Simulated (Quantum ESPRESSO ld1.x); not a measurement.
Q: Valence configurations of Co IV (all share [Ar]). Method: scalar-relativistic Kohn-Sham, revPBE, spin-unpolarised, spherical densities, point nucleus; computed with ld1.x of Quantum ESPRESSO 7.5. Order these by energy: 3d4 4p2; 3d6; 3d5.5 4p0.5; 3d4.5 4p1.5; 3d4 4s2; 3d5 4s1; 3d5.5 4s0.5; 3d5 4s0.5 4p0.5; 3d5 4p1.

A: From the lowest, in eV above it: 3d6 0.000; 3d5.5 4s0.5 7.009; 3d5.5 4p0.5 10.878; 3d5 4s1 15.298; 3d5 4s0.5 4p0.5 19.297; 3d5 4p1 23.312; 3d4 4s2 35.922; 3d4.5 4p1.5 37.331; 3d4 4p2 53.019. NIST lists [Ar] 3d6 as the ground configuration; this level of theory agrees among the configurations tried. The energies are those of spherical spin-averaged densities, not of single terms.
